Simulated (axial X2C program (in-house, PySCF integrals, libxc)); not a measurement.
## Testing model relations on TiN⁺

A bond curve at the PBE0 level, with spin–orbit coupling, was computed with an axial X2C code built on PySCF integrals (basis Ti dyall-cv3z [10s10p6d4f2g], N dyall-av3z [7s7p3d2f] (cores contracted in-house)) for the state Ω = 0 (closed shell). Its fit gives Re = 1.5047 Å, ωe = 1229.9 cm⁻¹, ωexe = 4.06 cm⁻¹ and αe = 3.121e-03 cm⁻¹; the masses are 47.9479 and 14.0031 u. Two-component means X2C with spin–orbit coupling and atomic mean-field Coulomb and Gaunt terms.

(1) Find the reduced mass, Be and the force constant.

(2) Estimate the centrifugal constant by the Kratzer relation.

(3) Give B0, the J = 1←0 line in GHz and the most populated J at 300 K (kT = 208.5 cm⁻¹).

(4) Where do the fundamental and the first overtone lie?

(5) A Morse curve ties αe to the other constants (Pekeris). How well does that hold?

One determinant describes the state; a PBE0 search over occupations chose it and may have missed a lower one.

## Answers

(1) From the PBE0 values: μ = 10.8379 u. Be = 16.8576/(μ Re²) = 0.687 cm⁻¹. k = 5.8918×10⁻⁷ μ ωe² = 9.66 mdyn/Å.

(2) D = 4Be³/ωe² = 8.57e-07 cm⁻¹.

(3) B0 = Be − αe/2 = 0.6854 cm⁻¹; 2B0 = 41.1 GHz; J(max) ≈ √(kT/2B0) − 1/2 = 11.8, so J = 12.

(4) ν(1←0) = ωe − 2ωexe = 1221.8 cm⁻¹; ν(2←0) = 2ωe − 6ωexe = 2435.4 cm⁻¹.

(5) αe(Morse) = 6Be²/ωe × (√(ωexe/Be) − 1) = 3.295e-03 cm⁻¹; the PBE0 curve gives 3.121e-03 cm⁻¹, a ratio of 1.06.
